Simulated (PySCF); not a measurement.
# [Pm(NH3)3]3+: from a saddle point downhill

PySCF 2.14.0, RKS PBE0, Pm lcecp-1-SVP with ECP50, N def2-SVP, H def2-SVP; non-relativistic Hamiltonian with scalar-relativistic core potentials where named; density fitting; no spin-orbit coupling. Relaxed within the symmetry of its start, the geometry (C3h) is

```xyz
13

Pm    0.0000    0.0000    0.0000
N     2.4817    0.0010    0.0000
H     2.9310   -0.4676    0.8083
H     2.9310   -0.4676   -0.8083
H     2.9314    0.9345    0.0000
N    -1.2417    2.1487    0.0000
H    -1.0605    2.7721    0.8083
H    -1.0605    2.7721   -0.8083
H    -2.2750    2.0714    0.0000
N    -1.2400   -2.1497    0.0000
H    -1.8704   -2.3045    0.8083
H    -1.8704   -2.3045   -0.8083
H    -0.6564   -3.0059    0.0000
```

and its lowest harmonic modes are -44, -41, -41, -40, 82, 82 cm⁻¹ (negative: unstable). It was moved along the lowest mode and relaxed again, within the group C3 that the move left.

Question: Where does it end, and how much lower?

Answer: In C3, 0.036 eV lower, after 16 steps:
```xyz
13

Pm    0.0000    0.0000   -0.7434
N     2.3531   -0.0014    0.0201
H     2.5809   -0.6331    0.8094
H     3.0450   -0.2808   -0.7004
H     2.7210    0.9113    0.3443
N    -1.1754    2.0385    0.0201
H    -0.7421    2.5517    0.8094
H    -1.2793    2.7775   -0.7004
H    -2.1497    1.9008    0.3443
N    -1.1777   -2.0372    0.0201
H    -1.8388   -1.9185    0.8094
H    -1.7657   -2.4967   -0.7004
H    -0.5712   -2.8121    0.3443
```

Question: How do the contacts change?

Answer: 
| contact | saddle (Å) | end (Å) |
| --- | --- | --- |
| Pm1–N2 (NH3) | 2.482 | 2.474 |
| Pm1–N6 (NH3) | 2.482 | 2.474 |
| Pm1–N10 (NH3) | 2.482 | 2.474 |


Question: Is the end a minimum?

Answer: Yes, as far as the noise of the softest modes lets one tell (those above −25 cm⁻¹ count as noise); lowest modes 21, 21, 25, 51, 74, 74 cm⁻¹.

An lcecp potential fixes the number of 4f electrons, so in runs with it no electron can move into or out of that shell.

State: singlet in the valence, with the 4f electrons in the core potential.
